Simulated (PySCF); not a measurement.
**Spin states and ions at one geometry of [Au2F3]−**

PySCF 2.14.0, RKS PBE0, Au def2-SVP with ECP60, F def2-SVP; non-relativistic Hamiltonian with scalar-relativistic core potentials where named; density fitting; no spin-orbit coupling; singlets restricted, open shells unrestricted. The geometry is relaxed for charge -1, singlet, vacuum:

```xyz
5

Au   -0.0169    0.1430    1.8202
Au   -0.0169    0.1430   -1.8202
F    -0.1253    1.0630    0.0000
F     0.0806   -0.6838    3.5688
F     0.0806   -0.6838   -3.5688
```

Energies count from the relaxed state; an electron taken off or put on is at rest in vacuum. Charges and spins are Mulliken's.

```csv
state,energy (eV),spin squared,charge on Au1 (e),spin on Au1 (e),dipole about the centre of mass (D)
"charge -1, singlet, vacuum",0.00,0.00,0.21,0.00,1.84
"charge 0, doublet, vacuum",5.20,0.75,0.61,0.41,1.72
```

**Question.** What does the state charge -1, triplet, vacuum give?

**Answer.** energy (eV) 4.21, spin squared 2.00, charge on Au1 (e) 0.18, spin on Au1 (e) 0.85, dipole about the centre of mass (D) 1.76.

With an electron taken off (doublet) the charges change, summed by element, by Au +0.81 e, F +0.19 e. The vertical ionisation energy is 5.20 eV, against −ε(HOMO) = 3.22 eV of the relaxed state. The level lies 2.0 eV too high, as is usual for semilocal functionals and global hybrids, which keep a self-interaction error.

Open shells may have lower solutions than those found.
